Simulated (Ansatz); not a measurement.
This geometry of Cl4FHOW + ClH (10 atoms, charge 0, multiplicity 1) is a first-order saddle point.

These are results of RKS PBE/def2-SVP (Ansatz), not measurements.

```xyz
10
Properties=species:S:1:pos:R:3
W 0.247 0.145 -0.071
F 0.480 -0.418 1.935
Cl 2.535 -0.121 -0.147
Cl 0.475 2.224 -1.257
Cl -1.856 0.788 0.618
Cl -0.208 -2.136 -0.003
O -0.171 -0.318 -1.878
H -0.112 0.476 -2.462
Cl 0.984 2.123 1.826
H 0.797 0.782 2.310
```

Q: Which two structures does it join? (They come from a converged band through this point; their orientation in space is the band's.)

A: Bonds broken: W1–F2, Cl9–H10. Bonds formed: W1–Cl9, F2–H10. Cl4FHOW + ClH becomes Cl5HOW + FH.

Image 0:

```xyz
10
Properties=species:S:1:pos:R:3
W 0.039 0.121 -0.366
F 0.018 0.436 1.504
Cl 2.351 0.142 -0.415
Cl 0.031 2.432 -0.649
Cl -2.299 0.113 -0.205
Cl 0.097 -2.156 0.128
O -0.138 -0.190 -2.185
H -0.689 -0.331 -2.975
Cl 2.444 1.755 3.203
H 1.316 1.223 2.830
```

Image 8:

```xyz
10
Properties=species:S:1:pos:R:3
W 0.440 0.398 -0.440
F -0.085 -0.300 3.477
Cl 2.640 0.105 -1.157
Cl 0.341 2.475 -1.551
Cl -1.683 0.727 0.438
Cl 0.527 -1.671 0.556
O -0.244 -0.299 -2.043
H -0.477 0.111 -2.899
Cl 1.314 1.588 1.399
H 0.396 0.410 3.092
```

Q: How far does it lie above each of them?

A: 89.8 kJ/mol above the first and 36.0 kJ/mol above the second. This is the barrier of this one path; another mechanism may lie lower. The orbitals stay closed-shell, which can raise the energy where a bond breaks towards radicals; this wasn't checked here.

The run took 8.6 min on 4 threads of Arm Neoverse V2, on a shared host, peak memory 0.49 GiB.
